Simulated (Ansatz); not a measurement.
Ansatz results at the PBE0-D4/def2-TZVP geometry: HOMO–LUMO gap (PBE/def2-TZVPP) 4.62 eV; HOMO–LUMO gap (ωB97M-V/def2-TZVPP) 10.73 eV; LUMO energy (B3LYP/def2-TZVPP) -0.81 eV.

Each molecule was computed in one conformer, which needn't be the lowest.

Task: Which molecule gave them?
A. `C=C[Se]CC`
B. `C[Si](C)(C)[Se][Si](Cl)(Cl)Cl`
C. `C=C[Se][SiH2]C`
D. `CC(C)(C)[Se][Si](C)(C)C`

Result: B. The others give `CC(C)(C)[Se][Si](C)(C)C`: 4.44, 10.48, 0.11; `C=C[Se]CC`: 4.16, 10.24, -0.11; `C=C[Se][SiH2]C`: 4.32, 10.06, -0.30.

B3LYP here is the variant with VWN-RPA as its local correlation; programs differ in this.
